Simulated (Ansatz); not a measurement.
`[CH3][Al]([OH])[Se][GaH2]`, charge 0, multiplicity 1.

Task: Give a relaxed structure at PBE0-D4/def2-TZVP (Ansatz 0.2.0). (Best estimate.)

Result: The calculation gave: 
```xyz
11

C    -1.3638    1.3523    1.3535
Al    0.0393    0.5481    0.2919
O    -0.2155   -1.0173   -0.4744
Se    2.1445    0.9789   -0.3861
Ga    1.6636   -1.2036   -1.4012
H    -1.6610    0.6965    2.1771
H    -2.2552    1.5417    0.7483
H    -1.0404    2.3038    1.7811
H    -0.9517   -1.6280   -0.4968
H     2.3162   -2.4225   -0.6635
H     1.3238   -1.1501   -2.9300
```
Point group Cs.
This is one stationary point; other conformers may exist.
